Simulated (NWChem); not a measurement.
A series in which one site is exchanged, each optimised at PBE0/def2-SVP with NWChem, gas phase unless a solvent is named. All stand in one matching conformer (torsions within 35°), which need not be the lowest. This build's default masses of Se (78.918 u) and Br (79.917 u) are each other's, which moves their modes by up to 0.6 %.

A: [NH2][Al]([NH2])[Cl] (AlN2H4Cl; site = Cl)
B: [NH2][Al]([NH2])[Br] (AlN2H4Br; site = Br)
C: [F][Al]([NH2])[NH2] (AlN2H4F; site = F)
D: [NH2][AlH][NH2] (AlN$_{2}$H$_{5}$; site = H)

Problem. Rank them by orbital gap (eV), PBE0/def2-SVP, lowest first.

Solution. C (7.10), B (7.13), A (7.18), D (7.44)
